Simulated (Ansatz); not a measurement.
F$_{3}$Se (SMILES F[Se](F)F), doublet, at a GFN2-xTB geometry (the spin is typed, not shown lowest), with bond 3-1 at 1.4 times its length; CASSCF(5,5)/STO-3G (Ansatz, a first-principles code).

Ansatz was given this input:
Ansatz 0.2 input:
```yaml
crystal:
  periodic: [false, false, false]
  atoms:
    - {symbol: Se, position_ang: [-0.27761088, 0.18783119, 0.09276166]}
    - {symbol: F, position_ang: [-0.98234535, -1.55078240, 0.17486239]}
    - {symbol: F, position_ang: [1.22066610, 2.03571801, -1.02606380]}
    - {symbol: F, position_ang: [1.23851062, -0.66655243, 0.18110406]}
basis:
  gaussian:
    orbitals: STO-3G
hamiltonian:
  xc: hf
correlation: {active_space: {window: {electrons: 5, orbitals: 5}}}
magnetization: {spin_polarized: false, initial_magnetization: 1}
```

Output, abridged:

```
Functional definition: HF
395 factors; integrals over basis functions are off by at most 2.8e-5 eV
mean field evaluation 1: about -72572.7238 eV, gradient 2.4e1 eV
mean field evaluation 2: about -72572.8116 eV, gradient 2.4e1 eV
mean field evaluation 4: about -72584.4907 eV, gradient 1.3e1 eV
mean field evaluation 8: about -72586.8489 eV, gradient 5.1e-1 eV
mean field evaluation 16: about -72586.8587 eV, gradient 7.6e-2 eV
mean field evaluation 32: about -72586.8337 eV, gradient 2.7e-1 eV
mean field evaluation 64: about -72586.8174 eV, gradient 2.1e-1 eV
mean field -72586.87580414 eV, -2667.5184846508 hartree, gradient 1.3e-6 eV, S^2 0.750000; 8 other end points of the search recorded, 0 dependent functions left out
reference -72586.87580414 eV, -2667.5184846508 hartree; 31, 30 occupied and 2, 3 virtual orbitals, 395 factors
state -72589.06959329 eV, -2667.5991049150 hartree
Total energy: -72589.06959329 eV, -2667.5991049150 hartree
```
